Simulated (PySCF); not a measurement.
Cd(36+): ionisation energy

Cd(36+) [Ne] 3s2 (1S) → Cd(37+) [Ne] 3s1 (2S), as a difference of total energies. Calculation: PySCF 2.14, in an even-tempered Gaussian basis (16 s from 6.2 bohr⁻², ratio 2.5; 10 p from 8.1 bohr⁻², ratio 2.5; 4 d from 30 bohr⁻², ratio 2.7; 4 f from 45 bohr⁻², ratio 2.7); no relativity, point nucleus. Correlated levels: outer shells: 1s2 frozen; virtual orbitals above 40 to 60 times the deepest correlated orbital energy dropped. The calculations carry no spin-orbit coupling.

```csv
method,ionisation energy (eV)
UHF,2350.1
MP2 (outer shells),2353.8
SCS-MP2 (outer shells),2354.3
CCSD (outer shells),2355.1
CCSD(T) (outer shells),2355.2
```

Task: How much does correlation contribute at CCSD(T) (outer shells)?

Result: 2355.2 − (2350.1) = 5.1 eV, measured against UHF.

The gap to the reference is mostly relativistic.

For comparison: 2427 ± 3 eV (semi-empirical (NIST evaluation); NIST Atomic Spectra Database, ionization energies).
